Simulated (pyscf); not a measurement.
**H₃C–GeH₂–SnH₃ (SMILES [CH3][GeH2][SnH3]), singlet**

Gas-phase minimum from PySCF at ωB97X-D3(BJ)/def2-SVP, one conformer. 

```
Ge
H 1 1.5408
H 1 1.5408 2 107.66
C 1 1.9576 2 109.68 3 119.29
H 4 1.1002 1 110.37 2 -179.04
H 4 1.1002 5 108.46 1 121.02
H 4 1.1003 5 108.54 6 117.75
Sn 1 2.5692 2 109.59 3 -119.11
H 8 1.7098 1 111.73 2 58.81
H 8 1.7116 9 108.13 1 -121.78
H 8 1.7116 9 108.12 10 -116.43
```

Properties at ωB97X-D3(BJ)/def2-SVP:

```json
{
  "harmonic_wavenumbers_unscaled": "62, 109, 141, 243, 318, 395, 444, 613, 618, 665, 709, 759, 762, 853, 877, 901, 1279, 1451, 1452, 1955, 1957, 1962, 2162, 2162, 3077, 3186, 3186 cm⁻¹",
  "zero_point_energy": "46.2 kcal/mol",
  "rotational_symmetry_number": "1",
  "Entropy of this conformer at 298 K and 1 atm, rigid rotor and harmonic oscillator, modes under 100 cm⁻¹ raised to 100": "361.9 J/(mol K)",
  "dipole_moment": "0.91 D"
}
```

Single-point totals, which compare only within one level:

```json
[
 {"level": "ωB97X-D3(BJ)/def2-TZVP", "total energy (hartree)": "-2334.30463"},
 {"level": "PBE/def2-TZVP", "total energy (hartree)": "-2333.83004"},
 {"level": "r²SCAN/def2-TZVP", "total energy (hartree)": "-2334.26607"},
 {"level": "B3LYP-D3(BJ)/def2-TZVP", "total energy (hartree)": "-2334.36946"},
 {"level": "PBE0-D3(BJ)/def2-TZVP", "total energy (hartree)": "-2333.91934"},
 {"level": "M06-2X/def2-TZVP", "total energy (hartree)": "-2334.11538"},
 {"level": "ωB97M-D3(BJ)/def2-TZVP", "total energy (hartree)": "-2334.28856"}
]
```

Soft torsions are taken as harmonic, which can shift the entropy by several J/(mol K). Elements up to Kr have no core potential and no relativistic terms here. Elements past Kr carry the def2 core potentials, without spin-orbit coupling.
